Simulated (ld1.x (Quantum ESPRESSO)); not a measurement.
## LDA (PZ) ultrasoft dataset for Ta (Z = 73), fully relativistic all-electron reference.

```
Element                 : tantalum (Ta)
Generator               : ld1.x (Quantum ESPRESSO) 7.5
Type                    : ultrasoft
Functional              : LDA (PZ)
Relativity              : fully relativistic
Frozen core             : [Kr] 4d10 4f14
Valence charge          : 13
Reference configuration : 5s2 5p6 5d3 6s1.75 6p0.25
Partial waves           : 5s (bound): rcut 1.40, rcutus 1.90 bohr; 6s (bound): rcut 1.40, rcutus 1.90 bohr; 5p (bound): rcut 1.70, rcutus 1.90 bohr; 6p (bound): rcut 1.70, rcutus 1.90 bohr; 5d (bound): rcut 1.60, rcutus 1.90 bohr; 5d channel at 0.05 Ry: rcut 1.60, rcutus 1.90 bohr
Local potential         : all-electron potential smoothed inside 1.45 bohr (lloc = -1)
Core correction         : none
Augmentation charge     : built from norm-conserving waves at rcut, not smoothed further
```

Open shells are filled in proportion to 2j + 1 (rel_dist='average').

All-electron outer shells of the reference configuration (LDA (PZ), scalar-relativistic, ld1.x):

```json
{"shell": "4d", "level (eV)": "-222.40", "outermost node (bohr)": "0.22", "outermost maximum (bohr)": "0.46"}
{"shell": "5s", "level (eV)": "-73.59", "outermost node (bohr)": "0.54", "outermost maximum (bohr)": "0.98"}
{"shell": "5p", "level (eV)": "-39.96", "outermost node (bohr)": "0.58", "outermost maximum (bohr)": "1.13"}
{"shell": "4f", "level (eV)": "-25.33", "outermost node (bohr)": "–", "outermost maximum (bohr)": "0.44"}
{"shell": "6s", "level (eV)": "-5.89", "outermost node (bohr)": "1.32", "outermost maximum (bohr)": "2.74"}
{"shell": "5d", "level (eV)": "-4.13", "outermost node (bohr)": "0.65", "outermost maximum (bohr)": "1.58"}
{"shell": "6p", "level (eV)": "-1.69", "outermost node (bohr)": "1.59", "outermost maximum (bohr)": "3.85"}
```

Is a potential produced?

No. ld1.x (Quantum ESPRESSO) 7.5 stopped with "run_pseudo: Errors in PS-KS equation": the pseudo-atom solver did not find the valence states with the expected number of nodes, which is the usual sign of a ghost state. Before that it printed "Warning: n=1, l=0 expected 0 nodes, found 1".
